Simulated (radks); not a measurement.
Results of a calculation; reference values are marked as such.
Ionisation of Mg8+, [He] 2s2, to Mg9+, [He] 2s1, under several functionals. Scalar-relativistic Kohn-Sham, spin-polarised, spherical densities, finite nucleus; open shells are filled with parallel spins first; a radial shooting solver on a logarithmic mesh with Libxc functionals.

functional,E(Mg8+) (hartree),Exc (hartree),IE (eV),-e(HOMO) (eV),<r> HOMO (bohr),IE error (eV)
exchange-only r2SCAN,-162.23260,-9.20941,323.30,309.58,0.5732,-4.7
SOGGA,-161.89101,-8.85550,324.98,308.85,0.5725,-3.0
exchange-only B88,-162.26579,-9.24232,324.53,308.60,0.5719,-3.5
"LDA (Slater exchange, Perdew-Zunger correlation)",-161.46946,-8.41896,324.95,308.59,0.5729,-3.0
RPBE,-162.43575,-9.41537,326.23,309.76,0.5720,-1.8
OLYP,-162.40775,-9.38908,325.77,309.89,0.5724,-2.2
MS2 meta-GGA,-162.43551,-9.41729,325.88,310.75,0.5720,-2.1

NIST Atomic Spectra Database: 327.99 eV (semi-empirical). Closest: RPBE. The Delta-SCF values span 2.92 eV, the total energies 0.97 hartree. The highest occupied level is 2s.
